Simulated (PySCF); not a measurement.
# Ionising CuN

revPBE; Cu def2-TZVPPD, N def2-TZVPPD; no relativity (PySCF 2.14). Neutral (UKS): triplet (π ↑↑), Re = 1.781 Å, ωe = 595 cm⁻¹, De = 2.19 eV, HOMO -5.58 eV, LUMO -3.61 eV.

CuN⁺ (UKS): quartet (σ ↑, π ↑↑), Re = 1.816 Å, ωe = 502 cm⁻¹, De = 1.19 eV to Cu⁺ (3d10) + N. The energies at the minima are -1695.06207 hartree for CuN and -1694.72960 for CuN⁺.

(1) Work out the adiabatic ionisation energy, without and with harmonic zero-point energies (1 hartree = 27.2114 eV, 1 eV = 8065.5 cm⁻¹), and the change of the bond length.

CuN⁻ (UKS): quartet (σ ↑, π ↑↑), Re = 1.823 Å, ωe = 538 cm⁻¹. The energies at the minima are -1695.06207 hartree for CuN and -1695.09439 for CuN⁻.

(2) Work out the adiabatic electron affinity, without and with harmonic zero-point energies (1 hartree = 27.2114 eV, 1 eV = 8065.5 cm⁻¹), and the change of the bond length.

For an ion De counts to the pair picked by the measured ionisation energies or electron affinities, which need not be the lowest pair at this level. The highest Kohn–Sham level is positive in this anion. Much of that is self-interaction error, but it also means that the finite basis helps to hold the extra electron. The state is the lowest single determinant that the PBE0 search found; with open d or f shells the true ground state can be another one.

Answers

(1) At revPBE: 0.33247 hartree = 9.047 eV between the minima; the zero-point term (502.0 − 595.0)/2 cm⁻¹ = -0.006 eV makes it 9.041 eV. Re changes by +3.5 pm against the neutral. The electron leaves a σ orbital; in so polar a molecule the change of length follows mostly from the change of the ionic charges.

(2) At revPBE: 0.03232 hartree = 0.879 eV between the minima; the zero-point term (595.0 − 538.0)/2 cm⁻¹ = +0.004 eV makes it 0.883 eV. Re changes by +4.2 pm against the neutral. The electron enters a σ orbital; in so polar a molecule the change of length follows mostly from the change of the ionic charges.
